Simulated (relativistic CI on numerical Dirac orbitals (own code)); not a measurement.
# Cu³⁺ in a cubic cluster: 2p photoemission with charge transfer

Computed with a charge-transfer multiplet model of a cubic metal-ligand cluster with up to 2 ligand holes, Slater and spin-orbit integrals from Dirac-Coulomb-Breit ions, Slater integrals scaled by 0.8. The ground state mixes d8 with configurations of k ligand holes L, whose averages lie at kΔ + k(k − 1)U_dd/2; a core hole lowers each added d electron by U_cd. 300 K, Lorentzian 0.6 eV and Gaussian 0.8 eV FWHM.

Atomic integrals in eV (Slater integrals scaled, ζ unscaled), ground: F2dd 11.066, F4dd 6.905, zeta_d 0.110; with the core hole: F2dd 12.413, F4dd 7.786, zeta_d 0.150, zeta_core 13.370, F2cd 7.564, G1cd 5.867, G3cd 3.340.

Cluster parameters (eV): Δ = 2.9, U_dd = 8.5, 10Dq = 0.8, 10Dq(ligand) = 1.1, V(eg) = 3.3, V(t2g) = -1.41, final-state hopping factor = 0.8.

```tsv
Case	n_d	d8	d9L	d10L2	S
U_cd = 8.4 eV	8.38	0.64	0.34	0.02	1.00
U_cd = 9 eV	8.38	0.64	0.34	0.02	1.00
U_cd = 9.6 eV	8.38	0.64	0.34	0.02	1.00
U_cd = 10.2 eV	8.38	0.64	0.34	0.02	1.00
U_cd = 11.4 eV	8.38	0.64	0.34	0.02	1.00
```

Weights, n_d and S are thermal averages at 300 K. Binding energies count from the first peak over 30 % of the highest in each spectrum, which can be another peak from case to case. The parameters are a model scan and need not match a compound or its usual spin state. Peaks in eV (height, largest 100):
- U_cd = 8.4 eV: 0.0 (100), 4.4 (5), 7.5 (29), 11.9 (6), 20.5 (48), 27.9 (18), 31.9 (5)
- U_cd = 9 eV: 0.0 (100), 7.5 (35), 12.1 (8), 14.1 (6), 20.5 (48), 27.8 (20), 32.2 (8)
- U_cd = 9.6 eV: 0.0 (100), 7.5 (40), 12.5 (10), 14.7 (7), 20.5 (48), 27.8 (22), 32.6 (10)
- U_cd = 10.2 eV: 0.0 (100), 7.4 (43), 12.7 (13), 15.2 (8), 20.4 (48), 27.6 (24), 33.0 (12)
- U_cd = 11.4 eV: 0.0 (100), 7.3 (47), 13.8 (18), 16.5 (9), 18.1 (5), 20.4 (49), 27.5 (29), 34.2 (17)

Curve for U_cd = 10.2 eV (points under 2 left out, the grid thinned):

(E (eV), Intensity): (-3.0, 2.1), (-2.2, 3.9), (-1.4, 10.7), (-0.6, 57.4), (0.2, 92.0), (1.0, 38.5), (1.7, 12.4), (2.5, 6.1), (3.3, 3.6), (4.1, 3.2), (4.9, 3.2), (5.7, 4.7), (6.5, 16.5), (7.3, 42.7), (8.1, 27.6), (8.9, 9.8), (9.7, 4.0), (10.4, 5.1), (11.2, 7.9), (12.0, 10.1), (12.8, 12.6), (13.6, 8.8), (14.4, 4.8), (15.2, 7.5), (16.0, 4.2), (16.8, 3.8), (17.6, 2.5), (18.4, 2.8), (19.1, 6.5), (19.9, 32.2), (20.7, 44.3), (21.5, 15.2), (22.3, 4.6), (23.1, 2.9), (26.0, 2.4), (26.8, 9.3), (27.6, 24.4), (28.4, 10.4), (29.2, 2.6), (31.6, 3.4), (32.4, 8.2), (33.2, 11.6), (34.0, 3.5), (34.8, 3.2), (35.6, 2.2)

For the case U_cd = 10.2 eV, Δ = 2.9 eV is smaller than U_dd = 8.5 eV, the charge-transfer side of the Zaanen-Sawatzky-Allen scheme. With the core hole the configuration with one ligand hole lies at Δ − U_cd = -5.5, -6.1, -6.7, -7.3, -8.5 eV from the one without, in the order of the table; where this is negative the screened configuration lies lower.
